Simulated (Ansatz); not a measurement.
Two isomers of C3H10OSi: A = `CC([SiH3])CO`, B = `CC(C)O[SiH3]`.

Program: Ansatz. Geometries: PBE0-D4/def2-TZVP. ΔE: electronic, gas phase. CCSD(T)/CBS is the MP2 limit (def2-TZVPP, def2-QZVPP) plus CCSD(T) − MP2 in def2-TZVPP, frozen cores. DFT in def2-TZVPP. B3LYP here is the variant with VWN-RPA as its local correlation; programs differ in this. Each species was taken in one conformer, which may not be the lowest.

**Question.** Which isomer does CCSD(T)/CBS put lower? Give the gap. (Best estimate.)

**Answer.** Ansatz gave: B, by 27.3 kcal/mol.

**Question.** Give E(B) − E(A) in kcal/mol with B3LYP-D4, MP2/def2-TZVPP, HF/def2-TZVPP, PBE0-D4, CCSD(T)/def2-TZVPP, r2SCAN-D4, B3LYP. (Estimate.)

**Answer.** The calculation gave: B3LYP-D4 -28.1, MP2/def2-TZVPP -27.6, HF/def2-TZVPP -32.1, PBE0-D4 -25.3, CCSD(T)/def2-TZVPP -27.2, r2SCAN-D4 -27.4, B3LYP -28.5. None reverses the order clearly.

Largest T1 diagnostic: 0.010.

In def2-TZVPP, CCSD(T) changes the Hartree–Fock value by +4.9 kcal/mol (the triples alone add +0.6 kcal/mol) and MP2 by +4.5 kcal/mol. From PBE to PBE0 (25 % exact exchange), in def2-TZVPP and without D4, E(B) − E(A) moves by −0.9 kcal/mol.
